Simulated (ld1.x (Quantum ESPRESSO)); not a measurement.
# Which change was made? (Te, PAW)

Te, PAW, made with ld1.x (Quantum ESPRESSO) 7.5 (PBEsol, scalar-relativistic). Core [Kr], reference 4d10 5s2 5p4. Waves: 5s (bound): rcut 1.65, rcutus 1.90 bohr; 5s channel at 0.2 Ry: rcut 1.65, rcutus 1.90 bohr; 5p (bound): rcut 1.80, rcutus 2.30 bohr; 5p channel at 0.2 Ry: rcut 1.80, rcutus 2.30 bohr; 4d (bound): rcut 1.00, rcutus 1.15 bohr; 4d channel at -2.7 Ry: rcut 1.00, rcutus 1.15 bohr. Local part: all-electron potential smoothed inside 2.15 bohr (lloc = -1). Core correction: a·sin(br)/r model core, default radius (core density twice the valence density). Augmentation charge: PSQ, radius 1.05 bohr.

Cutoffs, loose and tight: the cutoffs (Ry, on a coarse ladder) from which the occupation-weighted sum of valence levels, in a spherical-Bessel basis at the reference potential, stays within 10 and 1 mRy of its value at 400 Ry. They do not see the model core or the augmentation charge, which bear on the density cutoff. Test errors are all-electron minus pseudo excitation energies from the reference, over the configurations 4d10 5s2 5p3; 4d10 5s2 5p2; 4d10 5s2 5p1; 4d10 5s1 5p5; 4d10 5s2 5p3.5; 4d10 5s2 5p4.3; 4d10 5s1 5p4; variants that change the core or the reference have their own tests.

The base gives: outcome: generated; cutoff, loose: 120 Ry; cutoff, tight: 200 Ry; bound ghosts: none; largest test error (meV): -17.

Question: After one change the result is: outcome: failed: run_pseudo: Errors in PS-KS equation. Which change was it?
A. local potential all-electron potential smoothed inside 1.34 bohr (lloc = -1)
B. local potential all-electron potential smoothed inside 0.86 bohr (lloc = -1)
C. local potential all-electron potential smoothed inside 1.48 bohr (lloc = -1)

Answer: C. The others give: local potential all-electron potential smoothed inside 1.34 bohr (lloc = -1) → outcome: generated; cutoff, loose: 120 Ry; cutoff, tight: 200 Ry; bound ghosts: s; largest test error (meV): -17 | local potential all-electron potential smoothed inside 0.86 bohr (lloc = -1) → outcome: generated; cutoff, loose: 110 Ry; cutoff, tight: 200 Ry; bound ghosts: s, p; largest test error (meV): -17.
